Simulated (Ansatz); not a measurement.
A geometry relaxed with B3LYP-D3(BJ)/def2-TZVP (Ansatz, a program for electronic structure), charge 0, multiplicity 1:

```xyz
9

H      2.0661    -1.4302     0.2599
O     -1.0970    -1.7095     0.0770
H      2.3713     0.2037     0.2222
H     -0.2987     2.2563    -0.1473
Ga    -0.0790    -0.2286    -0.0110
N     -0.8384     1.4153    -0.2772
N      1.7195    -0.5255    -0.0174
H     -2.0365    -1.5557    -0.0545
H     -1.8073     1.5742    -0.0517
```

Problem. Write the SMILES of this molecule.

Solution. `[NH2][Ga]([NH2])[OH]`
